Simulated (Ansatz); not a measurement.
A made-up structure of MgH2Te, singlet:

```
4
angstrom
Mg 0.1511 -0.8327 0.4542
Te 0.7980 1.5914 -0.3450
H 2.1203 2.4766 0.2244
H -0.6907 1.6357 -1.0818
```

It is relaxed with PBE-D4/def2-SVP and then PBE0-D4/def2-TZVP (Ansatz 0.2.0). Atoms count as bonded within 1.22 times the sum of their covalent radii (H–H: 0.88 Å). The end point is not checked to be a true minimum.

(1) Does its bonding change? (A judgement: the text doesn't fix the answer.)

## Answers

(1) The calculation gives: Yes. Formed: none; broken: Mg1–Te2.

Where it ends: The first stage lowers the energy by 1.71 eV in 9 steps. It ends as a complex of H₂Te + Mg:
```
4
angstrom
Mg -0.4126 -1.6532 0.4155
Te 1.2322 1.5659 -0.0003
H 1.7384 3.1194 -0.3447
H -0.1794 1.8389 -0.8187
```

For scale, one of the runs: PBE0-D4/def2-TZVP relaxation, 94 basis functions, launched by `ansatz run in.yaml --threads 2 --pin off --events-out ev --progress --plain --max-ram 4352MiB`. The run took about 10 s on 2 CPU threads of an Arm Neoverse V1 (shared host).
